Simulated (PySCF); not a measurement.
Input file for PySCF: R-B3LYP/LANL2DZ on GeH6Si (SMILES [SiH3][GeH3]), a point of a bond scan (R = 3.224 Å).

```python
from pyscf import gto, scf, dft, mp
from pyscf.data.elements import chemcore

mol = gto.M(
    atom='''
    Si   -1.60407886   -0.12828814    0.02054821
    Ge    1.60896364    0.12867881   -0.02061078
    H    -2.17715491    0.81800631    1.00694953
    H    -1.99904053   -1.50734552    0.39348646
    H    -2.15616106    0.18290136   -1.31931867
    H     2.03711005    1.55639247   -0.40653343
    H     2.22130521   -0.84834631   -1.04093998
    H     2.19959464   -0.19155903    1.36474646
    ''',
    basis='lanl2dz',
    ecp={'Ge': 'lanl2dz', 'Si': 'lanl2dz'},
    charge=0, spin=0, verbose=3, max_memory=1800)
mf = dft.RKS(mol, xc='b3lyp')
mf.conv_tol = 1e-8
mf.max_cycle = 100
mf.kernel()
if not mf.converged:
    mf = mf.newton().run(mf.mo_coeff, mf.mo_occ)
```

Predict the final total energy.

-11.1840 hartree.
